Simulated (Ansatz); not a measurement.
One change: `[O]=[Nb]([OH])([OH])[F]` becomes `[O]=[Nb]([OH])([F])[Cl]`.

Ansatz, PBE0-D4/def2-TZVP geometries, multiplicity 1. Each molecule was computed in one conformer, which needn't be the lowest.

Elements past krypton have def2 core potentials.

```json
{"property": "HOMO–LUMO gap (B3LYP/def2-TZVPP) / eV", "`[O]=[Nb]([OH])([OH])[F]`": "8.06"}
{"property": "LUMO energy (PBE0/def2-TZVPP) / eV", "`[O]=[Nb]([OH])([OH])[F]`": "-1.19"}
{"property": "LUMO energy (B3LYP/def2-TZVPP) / eV", "`[O]=[Nb]([OH])([OH])[F]`": "-1.46"}
{"property": "size of the dipole moment (PBE/def2-TZVPP) / D", "`[O]=[Nb]([OH])([OH])[F]`": "2.14"}
{"property": "HOMO–LUMO gap (PBE/def2-TZVPP) / eV", "`[O]=[Nb]([OH])([OH])[F]`": "6.05"}
{"property": "HOMO energy (ωB97M-V/def2-TZVPP) / eV", "`[O]=[Nb]([OH])([OH])[F]`": "-12.21"}
```

Give the same properties after the change, and the shifts. (Estimate.)

Ansatz gave: 
```csv
property,`[O]=[Nb]([OH])([F])[Cl]`,shift
HOMO–LUMO gap (B3LYP/def2-TZVPP) / eV,6.86,-1.20
LUMO energy (PBE0/def2-TZVPP) / eV,-2.15,-0.96
LUMO energy (B3LYP/def2-TZVPP) / eV,-2.39,-0.93
size of the dipole moment (PBE/def2-TZVPP) / D,2.39,0.25
HOMO–LUMO gap (PBE/def2-TZVPP) / eV,5.12,-0.93
HOMO energy (ωB97M-V/def2-TZVPP) / eV,-11.79,0.42
```

With PBE0 the HOMO rises by 0.26 eV and the LUMO falls by 0.96 eV, so the gap narrows by about 1.22 eV. PBE moves the HOMO by 0.04 eV and ωB97M-V by 0.42 eV. The zero-point energy changes by -30.8 kJ/mol with -3 modes. Dipoles are sizes alone; their direction can turn.

B3LYP here is the variant with VWN-RPA as its local correlation; programs differ in this.
